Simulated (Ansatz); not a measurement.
Born–Oppenheimer molecular dynamics of C2H8AlCl (12 atoms, charge 0, multiplicity 1). It starts from a rough guess of a transition structure, not a stationary point.

Theory: Ansatz, UKS PBE0/6-31G.

```
ensemble                      : NVE (velocity Verlet)
time step                     : 0.5 fs
steps asked                   : 150
starting velocities drawn for : 100 K
seed                          : 680792
```

Frames 1 fs apart, positions in Å.

Velocities at 30.0 fs (Å/ps):

```
Al 8.01 12.05 5.00
C 4.07 -12.10 -10.77
C 3.09 -7.22 -5.75
H -12.55 18.44 -7.36
H 10.49 10.27 28.77
H 12.16 -64.75 -59.15
Cl -7.71 -0.93 3.57
H -1.68 -11.29 -5.08
H -8.46 -0.90 -13.08
H -15.91 -14.21 10.68
H 2.77 7.56 -14.38
H -15.68 -4.83 -2.82
```

```xyz
12
Properties=species:S:1:pos:R:3 time_fs=30.0 energy_less_start_eV=-1.140 T=980
Al -0.714 1.034 0.993
C 0.574 -0.158 -1.052
C 0.099 -1.425 -0.343
H -0.478 -0.015 2.221
H -1.906 1.230 -0.090
H 0.799 0.658 -0.579
Cl 0.986 2.550 1.080
H -0.036 0.182 -1.854
H 1.603 -0.337 -1.486
H 0.201 -2.312 -0.939
H -0.939 -1.401 -0.065
H 0.660 -1.578 0.581
12
Properties=species:S:1:pos:R:3 time_fs=31.0 energy_less_start_eV=-0.962 T=849
Al -0.706 1.046 0.998
C 0.579 -0.173 -1.064
C 0.102 -1.432 -0.349
H -0.492 0.005 2.212
H -1.895 1.240 -0.059
H 0.818 0.620 -0.617
Cl 0.978 2.549 1.083
H -0.041 0.170 -1.864
H 1.590 -0.339 -1.499
H 0.187 -2.328 -0.931
H -0.941 -1.393 -0.078
H 0.646 -1.584 0.578
12
Properties=species:S:1:pos:R:3 time_fs=32.0 energy_less_start_eV=-1.360 T=1146
Al -0.698 1.058 1.003
C 0.583 -0.192 -1.080
C 0.105 -1.438 -0.354
H -0.508 0.026 2.202
H -1.883 1.251 -0.027
H 0.851 0.644 -0.609
Cl 0.970 2.548 1.087
H -0.054 0.155 -1.882
H 1.573 -0.346 -1.514
H 0.175 -2.348 -0.930
H -0.950 -1.383 -0.090
H 0.633 -1.591 0.578
12
Properties=species:S:1:pos:R:3 time_fs=33.0 energy_less_start_eV=-1.601 T=1331
Al -0.689 1.070 1.008
C 0.587 -0.215 -1.098
C 0.108 -1.444 -0.359
H -0.526 0.048 2.191
H -1.873 1.264 0.005
H 0.890 0.703 -0.570
Cl 0.962 2.547 1.090
H -0.071 0.138 -1.903
H 1.557 -0.358 -1.532
H 0.167 -2.370 -0.934
H -0.963 -1.373 -0.101
H 0.625 -1.600 0.580
12
Properties=species:S:1:pos:R:3 time_fs=34.0 energy_less_start_eV=-1.459 T=1226
Al -0.681 1.083 1.014
C 0.591 -0.236 -1.117
C 0.110 -1.450 -0.363
H -0.545 0.068 2.183
H -1.865 1.277 0.035
H 0.923 0.762 -0.524
Cl 0.954 2.546 1.094
H -0.089 0.116 -1.924
H 1.547 -0.378 -1.558
H 0.162 -2.391 -0.941
H -0.975 -1.362 -0.112
H 0.620 -1.610 0.585
12
Properties=species:S:1:pos:R:3 time_fs=35.0 energy_less_start_eV=-1.208 T=1035
Al -0.672 1.095 1.019
C 0.596 -0.256 -1.136
C 0.111 -1.456 -0.367
H -0.565 0.084 2.179
H -1.863 1.293 0.061
H 0.946 0.801 -0.483
Cl 0.947 2.546 1.098
H -0.104 0.092 -1.940
H 1.548 -0.403 -1.590
H 0.160 -2.407 -0.948
H -0.983 -1.351 -0.123
H 0.618 -1.620 0.590
12
Properties=species:S:1:pos:R:3 time_fs=36.0 energy_less_start_eV=-1.050 T=913
Al -0.663 1.107 1.024
C 0.600 -0.273 -1.154
C 0.111 -1.463 -0.371
H -0.585 0.095 2.181
H -1.865 1.310 0.083
H 0.956 0.812 -0.457
Cl 0.939 2.546 1.101
H -0.115 0.065 -1.950
H 1.558 -0.433 -1.628
H 0.159 -2.417 -0.954
H -0.985 -1.342 -0.136
H 0.618 -1.631 0.594
12
Properties=species:S:1:pos:R:3 time_fs=37.0 energy_less_start_eV=-1.044 T=908
Al -0.654 1.119 1.030
C 0.605 -0.287 -1.171
C 0.110 -1.471 -0.375
H -0.605 0.101 2.188
H -1.874 1.330 0.099
H 0.954 0.792 -0.448
Cl 0.931 2.546 1.105
H -0.122 0.036 -1.951
H 1.572 -0.465 -1.668
H 0.160 -2.421 -0.957
H -0.979 -1.334 -0.149
H 0.618 -1.641 0.594
12
Properties=species:S:1:pos:R:3 time_fs=38.0 energy_less_start_eV=-1.180 T=1013
Al -0.646 1.131 1.035
C 0.612 -0.299 -1.188
C 0.108 -1.479 -0.378
H -0.624 0.102 2.201
H -1.887 1.351 0.112
H 0.939 0.741 -0.460
Cl 0.924 2.546 1.109
H -0.124 0.006 -1.947
H 1.585 -0.498 -1.707
H 0.162 -2.419 -0.958
H -0.967 -1.328 -0.162
H 0.619 -1.650 0.589
12
Properties=species:S:1:pos:R:3 time_fs=39.0 energy_less_start_eV=-1.401 T=1182
Al -0.637 1.142 1.040
C 0.619 -0.309 -1.203
C 0.106 -1.487 -0.381
H -0.643 0.099 2.218
H -1.903 1.374 0.120
H 0.915 0.663 -0.493
Cl 0.917 2.547 1.113
H -0.124 -0.021 -1.941
H 1.591 -0.530 -1.742
H 0.164 -2.413 -0.958
H -0.954 -1.325 -0.173
H 0.619 -1.658 0.580
12
Properties=species:S:1:pos:R:3 time_fs=40.0 energy_less_start_eV=-1.566 T=1306
Al -0.630 1.153 1.045
C 0.628 -0.318 -1.218
C 0.103 -1.496 -0.384
H -0.660 0.093 2.237
H -1.920 1.398 0.127
H 0.884 0.563 -0.545
Cl 0.910 2.548 1.117
H -0.124 -0.045 -1.936
H 1.588 -0.559 -1.770
H 0.167 -2.409 -0.958
H -0.943 -1.323 -0.182
H 0.619 -1.664 0.567
12
Properties=species:S:1:pos:R:3 time_fs=41.0 energy_less_start_eV=-1.424 T=1193
Al -0.623 1.164 1.050
C 0.638 -0.327 -1.232
C 0.101 -1.504 -0.387
H -0.677 0.088 2.255
H -1.935 1.422 0.133
H 0.853 0.458 -0.606
Cl 0.904 2.550 1.121
H -0.127 -0.064 -1.935
H 1.576 -0.586 -1.792
H 0.169 -2.409 -0.960
H -0.938 -1.322 -0.189
H 0.621 -1.669 0.553
```

Of the whole run (75 fs, mean temperature of the second half 1059 K): The conserved energy stayed within 0.98 meV per atom of its start (net change -0.71 meV per atom), so the integration is sound. The system heated up, since it started high on the potential surface and ran downhill. A run of 0.075 ps of so small a system gives no equilibrium averages. The orbitals stay closed-shell, which can raise the energy where a bond breaks towards radicals; this wasn't checked here. Limits of this set-up: no polarisation functions.

Time of the run: 9.5 min on 1 thread of Intel(R) Xeon(R) Platinum 8488C (Sapphire Rapids), with other jobs on the host, peak memory 0.23 GiB.
